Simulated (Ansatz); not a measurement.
C2H4F2Si can be A, `F[C@H]1[SiH2][C@@H]1F`, or B, `F[C@H]1C[Si@@H]1F`.

Calculated with Ansatz (gas phase, PBE0-D4/def2-TZVP geometries, no zero-point term in ΔE). CCSD(T)/CBS adds triple-zeta CCSD(T) − MP2 to the extrapolated MP2 energy (def2 sets, frozen cores). Functionals use def2-TZVPP. B3LYP here is the variant with VWN-RPA as its local correlation; programs differ in this.

A:

Z-matrix (Å, degrees):
```
C
Si 1 1.877
C 1 1.494 2 66.6
F 1 1.367 2 130.3 3 109.4
H 1 1.092 2 109.9 3 -106.4
H 2 1.477 1 115.2 3 112.7
H 2 1.477 1 123.1 3 -94.9
F 3 1.367 1 119.3 2 -124.4
H 3 1.092 1 112.3 2 102.9
```

B:

```xyz
9

F    -1.199    1.272   -1.132
C    -0.353    0.871   -0.130
C    -0.638   -0.512    0.503
Si    1.002   -0.360   -0.301
F     2.344   -0.176    0.536
H    -0.229    1.662    0.608
H    -0.883   -0.539    1.560
H    -1.315   -1.120   -0.097
H     1.273   -1.097   -1.546
```

Q: Which is lower in electronic energy at CCSD(T)/CBS, and by how much? (Estimate.)

A: The calculation gave: B, by 55.0 kcal/mol.

Q: Give E(B) − E(A) in kcal/mol with MP2/def2-TZVPP, ωB97M-V, CCSD/def2-TZVPP, BLYP-D4, B3LYP-D4, PBE-D4, HF/def2-TZVPP. (Best estimate.)

A: The calculation gave: MP2/def2-TZVPP -56.8, ωB97M-V -53.3, CCSD/def2-TZVPP -54.7, BLYP-D4 -50.5, B3LYP-D4 -52.3, PBE-D4 -49.1, HF/def2-TZVPP -55.9. None reverses the order clearly.

Q: Does the order hold for the free energy at 298.15 K (harmonic terms from PBE0-D4)? (Best estimate.)

A: Ansatz gave: Yes: G(B) − G(A) = -54.0 kcal/mol.

Largest T1 diagnostic: 0.013.

From r2SCAN to r2SCAN0 (25 % exact exchange), in def2-TZVPP and without D4, E(B) − E(A) moves by −1.2 kcal/mol. Leaving LDA and LC-ωPBE aside and taking each functional with its dispersion term where it has one, the values, not all of them listed here, spread over 5.7 kcal/mol, from BHLYP-D4 to revPBE-D4.
